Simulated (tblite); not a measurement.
A geometry optimisation, step by step.

Compound: C5H12GaNS.
SMILES with atom numbers: `[CH3:1][S+:2]([CH3:3])[GaH2-:4][CH2:5][CH2:6][C:7]#[N:8]` (hydrogens: H9, H10, H11 on C1; H12, H13, H14 on C3; H15, H16 on Ga4; H17, H18 on C5; H19, H20 on C6)
Bond orders are those of one Lewis drawing.

Computed with GFN2-xTB (tblite), gas phase: L-BFGS steps from a force-field or distance-geometry start until the largest atomic force falls under 0.01 eV/Å. 6 of its 168 geometries are shown.

Step 0: E = -655.6229 eV, largest atomic force 2.611 eV/Å
```
atom  x, y, z in Å  |  force x, y, z in eV/Å
C1     -2.671    1.483   -0.500   -1.580   0.787   0.883
S2     -1.678    0.085   -0.927   -0.642  -0.880  -2.170
C3     -2.372   -1.310   -0.019   -0.544   0.134   1.532
Ga4     0.337    0.489   -0.056    1.939   1.034   1.411
C5      1.656   -0.944   -0.467   -0.786  -1.170  -0.673
C6      2.968   -0.534    0.152    0.684   0.878   1.181
C7      3.450    0.750   -0.370    0.190   0.182  -0.032
N8      3.847    1.752   -0.782   -0.435  -1.143   0.427
H9     -2.412    1.762    0.533   -0.199   0.219  -0.257
H10    -2.504    2.339   -1.180    0.154  -0.634   0.278
H11    -3.765    1.204   -0.543    1.083   0.249  -0.040
H12    -1.662   -1.602    0.785   -0.326   0.033  -0.474
H13    -2.574   -2.150   -0.683    0.074   0.266   0.036
H14    -3.309   -0.960    0.484    0.667  -0.407  -0.508
H15     0.179    0.518    1.571   -0.318   0.086  -0.498
H16     0.848    1.872   -0.622   -0.600  -0.142   0.093
H17     1.759   -1.117   -1.561    0.167  -0.191   0.382
H18     1.388   -1.928    0.008    0.133   0.344  -0.511
H19     3.760   -1.296    0.095   -0.051   0.188  -0.270
H20     2.750   -0.403    1.258    0.387   0.168  -0.791
```

Step 33: E = -656.4078 eV, largest atomic force 0.187 eV/Å
```
atom  x, y, z in Å  |  force x, y, z in eV/Å
C1     -2.627    1.454   -0.461    0.014   0.029  -0.026
S2     -1.799    0.000   -1.175   -0.085   0.024   0.165
C3     -2.337   -1.272    0.015    0.012  -0.038  -0.003
Ga4     0.416    0.618   -0.065    0.024   0.019  -0.071
C5      1.671   -0.943   -0.436    0.010   0.064   0.004
C6      3.044   -0.621    0.206   -0.028   0.001  -0.025
C7      3.435    0.676   -0.282    0.058   0.066  -0.025
N8      3.685    1.713   -0.701   -0.077  -0.114   0.079
H9     -2.263    1.646    0.553    0.004  -0.047  -0.115
H10    -2.378    2.291   -1.110   -0.013   0.011   0.037
H11    -3.702    1.286   -0.468    0.080  -0.008  -0.009
H12    -1.594   -1.384    0.806   -0.064   0.034  -0.021
H13    -2.447   -2.202   -0.536    0.035   0.023   0.025
H14    -3.297   -0.973    0.428    0.067  -0.033  -0.035
H15    -0.208    0.593    1.386   -0.012   0.063   0.056
H16     0.493    2.032   -0.694   -0.014  -0.013   0.024
H17     1.834   -1.089   -1.514   -0.037  -0.091   0.026
H18     1.296   -1.897   -0.032    0.093   0.016  -0.055
H19     3.811   -1.367   -0.042   -0.039   0.048  -0.002
H20     2.960   -0.552    1.299   -0.029  -0.054  -0.027
```

Step 67: E = -656.5838 eV, largest atomic force 0.165 eV/Å
```
atom  x, y, z in Å  |  force x, y, z in eV/Å
C1     -2.507    1.456   -0.492   -0.040   0.030   0.010
S2     -1.684   -0.033   -1.104   -0.032  -0.056   0.007
C3     -2.170   -1.226    0.181   -0.020   0.074  -0.067
Ga4     0.595    0.825   -0.223    0.037  -0.161   0.004
C5      1.567   -0.981   -0.549   -0.127   0.073  -0.072
C6      2.979   -0.809    0.078   -0.065   0.025  -0.039
C7      3.028    0.616    0.160    0.031  -0.067   0.068
N8      2.780    1.742    0.188    0.007   0.101   0.027
H9     -2.126    1.700    0.500   -0.026   0.019   0.013
H10    -2.257    2.258   -1.183   -0.026  -0.016  -0.008
H11    -3.580    1.294   -0.475   -0.022  -0.011   0.002
H12    -1.915   -0.838    1.165    0.037   0.006  -0.014
H13    -1.623   -2.142   -0.021   -0.003   0.009   0.016
H14    -3.237   -1.407    0.094    0.003   0.013   0.049
H15     0.110    1.042    1.236   -0.039   0.020   0.026
H16     0.478    2.019   -1.175    0.031   0.015  -0.056
H17     1.682   -1.187   -1.621    0.018   0.016  -0.048
H18     1.083   -1.874   -0.134    0.039  -0.001   0.039
H19     3.776   -1.228   -0.535    0.116  -0.038   0.046
H20     3.017   -1.219    1.089    0.080  -0.050  -0.002
```

Step 100: E = -656.6312 eV, largest atomic force 0.041 eV/Å
```
atom  x, y, z in Å  |  force x, y, z in eV/Å
C1     -2.608    1.474   -0.543    0.002  -0.032  -0.006
S2     -1.738   -0.013   -1.108    0.006  -0.034  -0.023
C3     -2.124   -1.147    0.256   -0.005   0.029  -0.020
Ga4     0.590    0.758   -0.257   -0.023   0.029  -0.010
C5      1.623   -1.005   -0.614   -0.026   0.017  -0.006
C6      3.016   -0.833    0.066    0.010   0.026  -0.029
C7      2.975    0.568    0.353    0.008  -0.010   0.022
N8      2.675    1.672    0.500    0.002  -0.029   0.023
H9     -2.217    1.793    0.423    0.009  -0.021  -0.017
H10    -2.428    2.247   -1.286    0.005  -0.031   0.001
H11    -3.669    1.250   -0.487   -0.004   0.018   0.019
H12    -1.710   -0.761    1.188   -0.001   0.001  -0.012
H13    -1.669   -2.103    0.010   -0.010   0.028  -0.003
H14    -3.201   -1.259    0.322   -0.005   0.007   0.024
H15    -0.011    1.013    1.151    0.034   0.010   0.018
H16     0.605    1.923   -1.261   -0.009  -0.014   0.017
H17     1.770   -1.142   -1.694    0.022   0.001   0.005
H18     1.164   -1.935   -0.258   -0.006  -0.002   0.002
H19     3.860   -1.089   -0.579   -0.013  -0.017  -0.001
H20     3.092   -1.401    0.996    0.003   0.024  -0.004
```

Step 134: E = -656.6386 eV, largest atomic force 0.016 eV/Å
```
atom  x, y, z in Å  |  force x, y, z in eV/Å
C1     -2.585    1.444   -0.599   -0.003  -0.003   0.002
S2     -1.725   -0.064   -1.113    0.003  -0.010   0.004
C3     -2.129   -1.138    0.292    0.003  -0.004   0.002
Ga4     0.583    0.767   -0.230   -0.011   0.004   0.009
C5      1.622   -0.978   -0.639    0.002  -0.007   0.001
C6      3.016   -0.829    0.045    0.001  -0.007  -0.011
C7      2.963    0.554    0.403    0.006  -0.007  -0.001
N8      2.648    1.644    0.611    0.003   0.012   0.002
H9     -2.150    1.822    0.327    0.003   0.007   0.001
H10    -2.450    2.172   -1.394    0.006  -0.004  -0.007
H11    -3.640    1.217   -0.475   -0.011   0.011   0.005
H12    -1.624   -0.780    1.190   -0.007   0.004  -0.005
H13    -1.782   -2.135    0.037    0.000   0.006   0.002
H14    -3.205   -1.146    0.430    0.005   0.001  -0.008
H15    -0.017    0.993    1.185    0.000  -0.008  -0.001
H16     0.583    1.963   -1.196   -0.005   0.002  -0.005
H17     1.773   -1.090   -1.722   -0.004   0.006   0.004
H18     1.155   -1.913   -0.307    0.009  -0.006  -0.001
H19     3.857   -1.052   -0.615    0.001   0.010   0.001
H20     3.100   -1.438    0.948   -0.001  -0.006   0.005
```

Step 167: E = -656.6414 eV, largest atomic force 0.010 eV/Å
```
atom  x, y, z in Å  |  force x, y, z in eV/Å
C1     -2.557    1.445   -0.644   -0.002   0.003   0.001
S2     -1.724   -0.100   -1.091    0.002  -0.004   0.002
C3     -2.190   -1.119    0.335    0.000  -0.001  -0.001
Ga4     0.574    0.729   -0.178    0.000  -0.001  -0.009
C5      1.649   -0.976   -0.660    0.000   0.000   0.000
C6      3.049   -0.820    0.007    0.003   0.003  -0.005
C7      2.967    0.546    0.422   -0.003   0.006   0.000
N8      2.630    1.619    0.677    0.004  -0.009   0.001
H9     -2.076    1.887    0.231   -0.001   0.000  -0.002
H10    -2.461    2.112   -1.496    0.005  -0.001   0.003
H11    -3.605    1.234   -0.452   -0.002   0.003  -0.002
H12    -1.778   -0.689    1.248   -0.005  -0.005  -0.002
H13    -1.775   -2.108    0.166   -0.003   0.004   0.002
H14    -3.273   -1.177    0.385    0.003  -0.001   0.004
H15    -0.028    0.906    1.242    0.000  -0.001   0.002
H16     0.547    1.952   -1.111    0.001  -0.001   0.000
H17     1.784   -1.037   -1.749    0.000  -0.002   0.005
H18     1.213   -1.938   -0.363   -0.001   0.005  -0.001
H19     3.885   -0.992   -0.675   -0.001   0.004   0.003
H20     3.164   -1.464    0.882    0.000  -0.001   0.001
```

Task: Summarise the path.

Result: The energy falls by 98.27 kJ/mol from step 0 to step 167; nine tenths of that is first reached at step 58. It rises by more than 0.2 meV at steps 2 and 52. The largest force goes from 2.611 to 0.010 eV/Å. Among the bonds S2–Ga4 changes most, from 2.232 to 2.607 Å; the atoms move by 0.741 Å rms after alignment.

Task: Follow the three bonds and two angles with the largest change from start to end.

Result: 
| step | E above end (kJ/mol) | largest force (eV/Å) | S2–Ga4 (Å) | Ga4–H15 (Å) | Ga4–C5 (Å) | S2–Ga4–H15 (°) | S2–Ga4–H16 (°) |
| --- | --- | --- | --- | --- | --- | --- | --- |
| 0 | 98.27 | 2.611 | 2.232 | 1.635 | 1.990 | 107.7 | 108.1 |
| 7 | 38.29 | 0.330 | 2.567 | 1.560 | 2.000 | 101.3 | 98.1 |
| 15 | 28.25 | 0.276 | 2.554 | 1.567 | 2.055 | 97.1 | 95.4 |
| 22 | 24.86 | 0.166 | 2.540 | 1.588 | 2.050 | 95.1 | 94.8 |
| 29 | 23.42 | 0.099 | 2.555 | 1.593 | 2.039 | 93.0 | 94.4 |
| 36 | 21.73 | 0.116 | 2.545 | 1.583 | 2.032 | 92.5 | 95.8 |
| 44 | 20.28 | 0.139 | 2.552 | 1.588 | 2.043 | 93.0 | 95.7 |
| 51 | 14.88 | 0.302 | 2.616 | 1.579 | 2.031 | 96.2 | 89.2 |
| 58 | 9.73 | 0.145 | 2.603 | 1.574 | 2.061 | 98.8 | 88.3 |
| 65 | 6.39 | 0.119 | 2.583 | 1.554 | 2.071 | 96.9 | 88.6 |
| 73 | 4.40 | 0.098 | 2.581 | 1.557 | 2.068 | 94.1 | 89.5 |
| 80 | 2.38 | 0.141 | 2.615 | 1.552 | 2.070 | 92.1 | 90.2 |
| 87 | 1.73 | 0.054 | 2.612 | 1.553 | 2.072 | 91.0 | 90.7 |
| 94 | 1.47 | 0.115 | 2.598 | 1.552 | 2.076 | 90.7 | 91.3 |
| 102 | 0.88 | 0.063 | 2.595 | 1.551 | 2.074 | 89.8 | 91.2 |
| 109 | 0.54 | 0.029 | 2.600 | 1.554 | 2.074 | 90.9 | 91.5 |
| 116 | 0.45 | 0.023 | 2.604 | 1.553 | 2.073 | 90.9 | 91.6 |
| 123 | 0.33 | 0.037 | 2.605 | 1.551 | 2.072 | 90.9 | 91.7 |
| 131 | 0.29 | 0.016 | 2.606 | 1.553 | 2.073 | 90.9 | 91.9 |
| 138 | 0.24 | 0.018 | 2.607 | 1.552 | 2.072 | 90.8 | 92.2 |
| 145 | 0.19 | 0.018 | 2.610 | 1.553 | 2.073 | 90.8 | 92.0 |
| 152 | 0.14 | 0.022 | 2.606 | 1.553 | 2.070 | 90.9 | 91.6 |
| 160 | 0.04 | 0.034 | 2.605 | 1.554 | 2.072 | 91.1 | 91.2 |
| 167 | 0.00 | 0.010 | 2.607 | 1.552 | 2.072 | 90.8 | 91.4 |

The cost below is that of the whole relaxation. The run took 2.5 s wall on one thread, Arm Neoverse N1 (aarch64), no GPU, on a shared host.
